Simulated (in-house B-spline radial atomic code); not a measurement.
A run on Cu- that did not converge. Method: scalar-relativistic (X2C) TPSSh, spin-polarised, spherical fractional occupations, exact exchange averaged over the configuration, Fermi nucleus of rms radius 3.8823 fm; computed with an all-electron radial atomic-structure program (B-spline basis).

Command:
```bash
python run_scf.py task.json out
```
Settings (nuclear radius in fm, mass in u):
```
Z                29
configuration    [Ar] 3d10 4s2
hamiltonian      x2c
method           tpssh
spin_polarised   True
nucleus          fermi
rms_radius       3.8823
atomic_mass      62.9296
speed_of_light   137.035999084
exact_exchange   averaged over the configuration
```

First and last ten iterations of the last attempt (damped for 15 steps, keeping 80 % of the old Fock matrix, then DIIS):
```
 iter        energy (Eh)    residual
    1       -1605.854078    5.19e-01
    2       -1627.983742    1.00e+00
    3       -1639.734195    6.95e-01
    4       -1646.862622    4.40e-01
    5       -1650.885489    2.94e-01
    6       -1652.964591    1.98e-01
    7       -1653.945628    1.45e-01
    8       -1654.382719    1.05e-01
    9       -1654.584278    7.39e-02
   10       -1654.690413    5.25e-02
  111       -1643.372047    6.21e-01
  112       -1643.487480    6.24e-01
  113       -1638.169094    1.43e+00
  114       -1637.916349    1.43e+00
  115       -1637.695838    1.43e+00
  116       -1638.058945    1.43e+00
  117       -1638.252107    1.43e+00
  118       -1638.027649    1.43e+00
  119       -1636.768305    1.43e+00
  120       -1639.734142    1.45e+00
 not converged after 120 iterations
```

The smallest residual met was 4.4e-03; the threshold is about 3e-07. No energy from this run should be used. Cost of the run: 4.3 s on 1 thread of Arm Neoverse V2, with other jobs on the host.
